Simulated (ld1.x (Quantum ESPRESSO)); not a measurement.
Zn (Z = 30), TM: configuration errors across variants

* Element: Zn
* Generator: ld1.x (Quantum ESPRESSO) 7.5
* Type: norm-conserving Troullier–Martins (Kleinman–Bylander form)
* Functional: revPBE
* Relativity: scalar-relativistic
* Frozen core: [Ne]
* Valence charge: 20
* Reference configuration: 3s2 3p6 3d10 4s0 4p0 (charge +2)
* Partial waves: 3s (bound): rc 0.85 bohr; 3p (bound): rc 1.00 bohr; 3d (bound): rc 1.15 bohr
* Local potential: the d channel
* Core correction: a·sin(br)/r model core inside 0.40 bohr

All-electron excitation energies from the reference (eV): (1) 3s2 3p6 3d10 4s2 4p0 -28.040; (2) 3s2 3p6 3d10 4s1 4p0 -18.264; (3) 3s2 3p6 3d9 4s0 4p0 40.410; (4) 3s2 3p5 3d10 4s2 4p0 63.972; (5) 3s2 3p6 3d10 4s0 4p2 -17.554; (6) 3s2 3p6 3d10 4s0 4p1 -11.978; (7) 3s2 3p6 3d9 4s2 4p0 -10.206.

Errors AE − PS in meV (a dash: test not solved or not reliable):

| change | (1) | (2) | (3) | (4) | (5) | (6) | (7) | bound ghosts |
| --- | --- | --- | --- | --- | --- | --- | --- | --- |
| base | +23 | +29 | -38 | +150 | -208 | -157 | +194 | none |
| all radii but the core radius scaled by about 0.77 (s 0.66, p 0.78, d 0.88 bohr) | +299 | +198 | -12 | +555 | -25 | -19 | +557 | none |
| all radii but the core radius scaled by about 0.83 (s 0.70, p 0.84, d 0.96 bohr) | +174 | +117 | -17 | +330 | -54 | -41 | +345 | none |
| all radii but the core radius scaled by about 0.90 (s 0.76, p 0.90, d 1.04 bohr) | +23 | +21 | -26 | +74 | -114 | -86 | +112 | none |
| all radii but the core radius scaled by about 0.96 (s 0.82, p 0.96, d 1.10 bohr) | +37 | +33 | -31 | +132 | -156 | -118 | +173 | none |
| all radii but the core radius scaled by about 1.13 (s 0.96, p 1.12, d 1.30 bohr) | +6.7 | +39 | -58 | +337 | -400 | -300 | +368 | none |
| all radii but the core radius scaled by about 1.18 (s 1.00, p 1.18, d 1.36 bohr) | +195 | +173 | -63 | +792 | -454 | -340 | +774 | none |
| all radii but the core radius scaled by about 1.24 (s 1.06, p 1.24, d 1.42 bohr) | +384 | +321 | -71 | +1353 | -572 | -429 | +1264 | none |
| all radii but the core radius scaled by about 1.37 (s 1.16, p 1.38, d 1.58 bohr) | +1115 | +888 | -83 | +3309 | -876 | -655 | +2961 | none |

Problem. Give the same row for: all radii but the core radius scaled by about 1.32 (s 1.12, p 1.32, d 1.52 bohr).

Solution. +879, +705, -80, +2703, -784, -586, +2436; bound ghosts: none.
